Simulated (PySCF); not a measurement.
**Shifts of the heteroatoms**

Atoms are numbered as in `[CH2:1]=[CH:2][CH2:3][Si:4]([PH2:5])([PH2:6])[Cl:7]`. Hydrogens are named by the atom that carries them. Ha(C1) is cis to C3; Hb(C1) is trans to C3.

Theoretical values (PySCF 2.14.0 with density-fitted response routines): structure optimised with GFN2-xTB, PBE0/pcSseg-1 with gauge-including orbitals. One conformer, averaged over atoms made equivalent by symmetry, fast rotation or ring inversion, non-relativistic Hamiltonian, no solvent.

Question: Where does 31P resonate?

Answer: 
```csv
atoms,environment,σ (ppm),δ (ppm)
P5/P6,"phosphorus bonded to Si, 2 H",574.1,-205.5
```

Shieldings were converted by a linear fit to measured shifts: 31P: δ = 270.09 − 0.828σ (rms 18.1 ppm, 64 shifts vs H3PO4, solution or neat liquid). Occasional misses reach two or three times the rms, and more in compound classes unlike the fitted ones.

On a 500 MHz spectrometer 31P resonates near 202.4 MHz, so 1 ppm is 202.4 Hz.

Question: Where does 29Si resonate?

Answer: 
```csv
atoms,environment,σ (ppm),δ (ppm)
Si4,"silicon bonded to C, Cl, 2 P",302.4,31.4
```

Shieldings were converted by a linear fit to measured shifts: 29Si (scatter 8.9 ppm rms, 25.8 ppm with the 6 outliers that the fit left out vs TMS, solution or neat liquid). A few per cent of atoms miss by over 2 rms, more outside the fitted compound classes.

On a 600 MHz spectrometer 29Si resonates near 119.2 MHz, so 1 ppm is 119.2 Hz.
